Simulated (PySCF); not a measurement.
B(AsH2)2(F) (As₂BFH₄), SMILES FB([AsH2])[AsH2].

The structure is a stationary point at B3LYP-D3(BJ)/def2-SVP. This is a generated structure with no PubChem entry under its InChIKey; it may be hypothetical.

Calculation: B3LYP-D3(BJ)/def2-SVP in PySCF 2.14.0.

Frequencies are harmonic and unscaled.

Computed harmonic wavenumbers and intensities:
```
mode  ν (cm⁻¹)  IR (km/mol)  Raman (Å⁴/amu)  depolarisation  moving atoms (share of kinetic energy)
----  --------  -----------  --------------  --------------  --------------------------------------
1          114          0.5             0.8            0.15                         As 73 %, F 12 %
2          131          1.7             1.2            0.75                                  H 90 %
3          164          1.1             0.6            0.45                                  H 97 %
4          242          3.1             0.3            0.75                         F 73 %, As 24 %
5          317          1.2             8.2            0.12                 As 38 %, F 37 %, B 18 %
6          330         14.6             1.4            0.75                  B 51 %, H 37 %, F 12 %
7          546          0.3            32.5            0.52                                  H 98 %
8          593         14.2             9.7            0.75                          H 77 %, B 19 %
9          685         27.7            23.5            0.75                          H 87 %, F 10 %
10         688         21.6             4.3            0.75                          H 64 %, B 32 %
11         828        146.6             0.7            0.75                          B 75 %, H 20 %
12         990          5.6            62.7            0.75                                  H 99 %
13         997         41.1            14.7            0.75                                  H 95 %
14        1288        199.2             1.1            0.10                          B 68 %, F 31 %
15        2185          0.1           395.8            0.10                                  H 99 %
16        2188        135.7            57.1            0.75                                  H 99 %
17        2203         38.7           141.1            0.75                                  H 99 %
18        2208        122.9            86.7            0.74                                  H 99 %
```
